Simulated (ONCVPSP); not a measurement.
**Which change was made? (Zn, ONCV)**

```json
{
 "Element": "Zn (Z = 30)",
 "Generator": "ONCVPSP 4.0.1",
 "Type": "optimised norm-conserving Vanderbilt (ONCV)",
 "Functional": "PBEsol",
 "Relativity": "scalar-relativistic",
 "Frozen core": "[Ne] 3s2",
 "Valence charge": "18",
 "Reference configuration": "3p6 3d10 4s2",
 "Partial waves": "4s: rc 2.05 bohr, ncon 3, nbas 6, qcut 2.8 1/bohr, 2 projectors, debl 3.1 Ha; 3p: rc 1.00 bohr, ncon 4, nbas 9, qcut 14.2 1/bohr, 2 projectors, debl 3.6 Ha; 3d: rc 1.15 bohr, ncon 3, nbas 7, qcut 12.6 1/bohr, 1 projector",
 "Local potential": "polynomial inside 0.90 bohr (lpopt 1, dvloc0 0 Ha)",
 "Core correction": "Teter function, fcfact 5.25, rcfact 1.75"
}
```

Cutoffs, loose and tight: the cutoffs (Ha) at which the residual kinetic energy of the hardest occupied pseudo-wave falls to 1 and 0.1 mHa per electron. They do not see the model core or the augmentation charge, which bear on the density cutoff. Test errors are all-electron minus pseudo excitation energies from the reference, over the configurations 3p6 3d10 4s1; 3p6 3d10 4s0; 3p6 3d9 4s0; 3p6 3d10 4s0 4p1; variants that change the core or the reference have their own tests.

The base gives: outcome: generated; cutoff, loose: 66 Ha; cutoff, tight: 74 Ha; bound ghosts: none; GHOST(+) flags above zero: s; largest test error (meV): -76.

Task: After one change the result is: outcome: generated; cutoff, loose: 54 Ha; cutoff, tight: 63 Ha; bound ghosts: none; GHOST(+) flags above zero: s; largest test error (meV): -503. Which change was it?
A. all radii but the core radius scaled by about 1.30 (s 2.68, p 1.30, d 1.50 bohr); local potential polynomial inside 1.18 bohr (lpopt 1, dvloc0 0 Ha)
B. all radii but the core radius scaled by about 0.79 (s 1.62, p 0.78, d 0.90 bohr); local potential polynomial inside 0.70 bohr (lpopt 1, dvloc0 0 Ha)
C. all radii but the core radius scaled by about 1.18 (s 2.42, p 1.18, d 1.36 bohr); local potential polynomial inside 1.06 bohr (lpopt 1, dvloc0 0 Ha)
D. all radii but the core radius scaled by about 0.87 (s 1.78, p 0.88, d 1.00 bohr); local potential polynomial inside 0.78 bohr (lpopt 1, dvloc0 0 Ha)

Result: A. The others give: all radii but the core radius scaled by about 1.18 (s 2.42, p 1.18, d 1.36 bohr); local potential polynomial inside 1.06 bohr (lpopt 1, dvloc0 0 Ha) → outcome: generated; cutoff, loose: 59 Ha; cutoff, tight: 67 Ha; bound ghosts: none; GHOST(+) flags above zero: s; largest test error (meV): -299 | all radii but the core radius scaled by about 0.87 (s 1.78, p 0.88, d 1.00 bohr); local potential polynomial inside 0.78 bohr (lpopt 1, dvloc0 0 Ha) → outcome: generated; cutoff, loose: 74 Ha; cutoff, tight: 178 Ha; bound ghosts: s; GHOST(+) flags above zero: none; largest test error (meV): -30 | all radii but the core radius scaled by about 0.79 (s 1.62, p 0.78, d 0.90 bohr); local potential polynomial inside 0.70 bohr (lpopt 1, dvloc0 0 Ha) → outcome: generated; cutoff, loose: 115 Ha; cutoff, tight: 320 Ha; bound ghosts: s; GHOST(+) flags above zero: none; largest test error (meV): +36.
